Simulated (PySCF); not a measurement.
Electronic absorption of C5H9NSi

Species: C5H9NSi.
SMILES: `N#C[SiH]1CCCC1`

Computed, not measured: PySCF, TDDFT wB97X-D/def2-SVPD, vertical, gas phase, core orbitals frozen in the response. One conformer (not necessarily the lowest) at the GFN2-xTB geometry, without solvent, vibrations or thermal averaging.

```tsv
state	E (eV)	E (hartree)	f	main configurations (H = HOMO, L = LUMO)
S1	7.08	0.2602	0.0014	H→L+1 (34%), H-1→L (19%), H-5→L+1 (9%)
S2	7.32	0.2689	0.069	H→L (52%), H-1→L+1 (16%)
S3	7.37	0.2707	0.017	H-1→L (31%), H→L+1 (30%), H-3→L (11%)
S4	7.98	0.2932	0.0035	H-5→L+1 (24%), H→L+1 (20%), H→L+2 (9%)
S5	8.03	0.2951	0.166	H→L (34%), H-5→L (18%), H-1→L+1 (15%)
S6	8.18	0.3007	0.011	H-4→L (35%), H-3→L (20%)
S7	8.28	0.3045	0.032	H→L+3 (26%), H→L+2 (22%), H→L+4 (13%)
S8	8.30	0.3052	0.013	H-4→L+1 (26%), H-1→L+1 (23%), H-3→L+1 (17%)
```

Triplets, Tamm–Dancoff:

```tsv
state	E (eV)	λ (nm)	main configurations (H = HOMO, L = LUMO)
T1	6.02	205.9	H→L (26%), H-5→L (20%), H-1→L+1 (8%)
T2	6.56	189.0	H→L (26%), H-1→L+1 (17%), H-3→L+1 (10%)
T3	6.58	188.4	H-1→L (20%), H→L+1 (20%), H-5→L+1 (15%)
```

The lowest singlet lies at 7.08 eV (175 nm, vacuum ultraviolet) and is very weak; its leading configuration is HOMO→LUMO+1 (34%). The strongest level in the table is S5 at 8.03 eV (154 nm, f = 0.166). Löwdin shares by element: HOMO carbon 43% or more, silicon 19%, nitrogen 7% (atoms not listed hold the other 31%); LUMO carbon 31% or more, silicon 25%, nitrogen 22% (atoms not listed hold the other 21%). The listed states span 1.22 eV, and the widest gap between neighbours is 0.61 eV (S3 to S4). Of the 8 states listed, 6 reach f = 0.01 and none stays under 0.0005. Orbital energies (eV): HOMO-3 -11.82, HOMO-2 -11.52, HOMO-1 -11.02, HOMO -10.42, LUMO 1.32, LUMO+1 1.49, LUMO+2 2.21. The window holds the lowest 8 singlets.
